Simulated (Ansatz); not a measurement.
Reaction (formal exchange of groups at the Sn–C bond): `OC(O)=[CH][SnH3]` + `CC` → `[CH3][SnH3]` + `CC=C(O)O`

Gas-phase electronic energies from Ansatz, PBE0-D4/def2-TZVP geometries. CCSD(T)/CBS adds triple-zeta CCSD(T) − MP2 to the extrapolated MP2 energy (def2 sets, frozen cores). This one scheme is used for every species. DFT in def2-TZVPP. B3LYP here is the variant with VWN-RPA as its local correlation; programs differ in this. Elements past krypton have def2 core potentials. For Sn outer-core shells are correlated without core-valence functions, which leaves a few kJ/mol of doubt a bond. One conformer a species, not always the lowest.

| level | ΔE (kcal/mol) | difference from CCSD(T)/CBS |
| --- | --- | --- |
| PBE0-D4 | 2.5 | -0.3 |
| B3LYP-D4 | 2.3 | -0.5 |
| ωB97X-V | 2.6 | -0.2 |
| B2PLYP | 2.4 | -0.4 |
| PBE | 2.0 | -0.8 |
| PBE0 | 2.2 | -0.6 |
| HF/def2-TZVPP | 2.6 | -0.2 |
| CCSD(T)/def2-TZVPP | 2.8 | 0.0 |
| HF/def2-QZVPP | 2.6 | -0.2 |
| SCS-MP2/def2-QZVPP | 3.0 | 0.2 |
| CCSD(T)/CBS | 2.8 | 0 |

Largest T1 diagnostic among the species: 0.013.
